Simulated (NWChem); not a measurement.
Molecule: B₃N₃H₅, doublet; SMILES B1[N]BNBN1

In the optimisation the excess spin sits in a1 (C2v, its own frame). Not confirmed as a minimum by frequencies.

Task: Give the equilibrium geometry at PBE0/def2-SVP, spin-unrestricted (NWChem) as a list of bonds and angles, with the point group.

Result: point group C2v; any orientation.
Bonded distances (Å): B1–N2 1.400, B1–N6 1.440, B1–H7 1.207, N2–B3 1.400, B3–N4 1.440, B3–H8 1.207, N4–B5 1.430, N4–H9 1.013, B5–N6 1.430, B5–H10 1.209, N6–H11 1.013. Bond angles (°): N2–B1–N6 111.4, N2–B1–H7 125.2, N6–B1–H7 123.4, B1–N2–B3 132.9, N2–B3–N4 111.4, N2–B3–H8 125.2, N4–B3–H8 123.4, B3–N4–B5 122.9, B3–N4–H9 118.4, B5–N4–H9 118.8, N4–B5–N6 118.6, N4–B5–H10 120.7, N6–B5–H10 120.7, B1–N6–B5 122.9, B1–N6–H11 118.4, B5–N6–H11 118.8.
